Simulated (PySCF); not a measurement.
# Ag³⁵⁺ (silver, charge +35): Hartree-Fock from Schrödinger to Dirac-Coulomb-Breit

Occupied: 1s1/2, 2s1/2, 2p1/2, 2p3/2, 3s1/2. Hartree-Fock calculated with PySCF 2.14 in an uncontracted even-tempered set (17 s from 2.9 bohr⁻², ratio 2.7; 13 p from 3.5 bohr⁻², ratio 2.7), Gaussian nucleus throughout. NR is non-relativistic, sf-X2C the spin-free one-electron X2C Hamiltonian, X2C adds the bare one-electron spin-orbit term, X2C-SNSO screens it by Boettger's factors, DC is four-component Dirac-Coulomb, and the Gaunt and Breit terms are added at first order (total energies over the DC spinors, levels after relaxing the spinors in that mean field). QED terms are absent. Levels marked empty are virtual spinors of this ion; the basis has s and p functions only, so 3d, which can lie below the n = 4 levels, is absent.

```json
{"Hamiltonian": "NR", "E (hartree)": "-4187.8813"}
{"Hamiltonian": "sf-X2C", "E (hartree)": "-4297.4533"}
{"Hamiltonian": "X2C", "E (hartree)": "-4298.3567"}
{"Hamiltonian": "X2C-SNSO", "E (hartree)": "-4298.2794"}
{"Hamiltonian": "DC", "E (hartree)": "-4299.4228"}
{"Hamiltonian": "DC+Gaunt", "E (hartree)": "-4296.0663"}
{"Hamiltonian": "DC+Breit", "E (hartree)": "-4296.3620"}
```

```tsv
level (eV)	NR	sf-X2C	X2C	X2C-SNSO	DC	DC+Gaunt	DC+Breit
1s1/2	-26917.4	-27716.1	-27714.7	-27714.8	-27735.5	-27681.0	-27684.5
2s1/2	-5598.6	-5811.7	-5811.3	-5811.3	-5813.7	-5808.5	-5808.8
2p1/2	-5355.6	-5422.5	-5554.3	-5548.3	-5549.2	-5539.9	-5540.9
2p3/2	-5355.6	-5422.5	-5362.4	-5364.9	-5366.6	-5360.0	-5361.0
3s1/2	-2231.3	-2294.5	-2294.4	-2294.4	-2295.0	-2293.6	-2293.8
3p1/2 (empty)	-2095.1	-2120.4	-2152.1	-2150.7	-2150.9	-2148.7	-2149.0
3p3/2 (empty)	-2095.1	-2120.4	-2105.8	-2106.4	-2106.7	-2105.2	-2105.5
4s1/2 (empty)	-1161.2	-1185.5	-1185.4	-1185.4	-1185.6	-1185.1	-1185.2
```

Problem. How large are the two-electron picture-change error of X2C and the Breit correction in the total energy?

Solution. X2C-1e lies 1.0660 hartree above Dirac-Coulomb; Gaunt adds 3.3564 and the full Breit term 3.0608 hartree.

```csv
interval (eV),X2C,X2C-SNSO,DC,DC+Gaunt,DC+Breit
2p3/2 − 2p1/2,191.9,183.4,182.6,179.9,180.0
3p3/2 − 3p1/2,46.33,44.29,44.16,43.48,43.48
```

Weight of the small component: 1s1/2 0.0297, 2s1/2 0.00647, 2p1/2 0.00639, 2p3/2 0.00615, 3s1/2 0.00238, 3p1/2 0.00231, 3p3/2 0.00226, 4s1/2 0.00111.

Koopmans' value for the highest occupied level at DC+Breit: 2293.8 eV, against an ionisation energy of 2302 ± 3 eV (semi-empirical (NIST evaluation); NIST Atomic Spectra Database, ionization energies); the former lacks relaxation, correlation, QED and recoil.

The whole ladder took 110 s of wall time on 1 thread of Neoverse-N1 (shared host), launched as `OMP_NUM_THREADS=1 python relrun2.py TASK.json OUT` (a driver that calls PySCF for each Hamiltonian).
